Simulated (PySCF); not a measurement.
MoO₃, SMILES [O]=[Mo](=[O])=[O], multiplicity 1. Coordinates come from a PBE-D3(BJ)/def2-TZVP optimisation. The spin state was assumed, not searched. The isomer is the one that the SMILES or the coordinates give; other isomers of the formula were not compared. The def2 effective core potentials stand for the cores of Mo; spin–orbit coupling is left out.

The numbers are results of PBE-D3(BJ)/def2-TZVP run with PySCF, not measurements.

Harmonic wavenumbers (cm⁻¹): 267, 334, 334, 943, 943, 979. Rotational constants (GHz): 6.877, 6.877, 4.049; symmetry number 3.

Question: Work out the zero-point energy and the ideal-gas rigid-rotor harmonic-oscillator thermochemistry at 298.15 K and 1 atm.

Answer: ZPE = ½ Σ hcν = ½ × 3801 cm⁻¹ = 5.43 kcal/mol. H − E(el) = 8.65 kcal/mol. Entropy in cal/(mol K): translation 40.80, rotation 22.75, vibration 4.43, total 67.99. G − E(el) = -11.62 kcal/mol. Cp = 14.19 cal/(mol K).
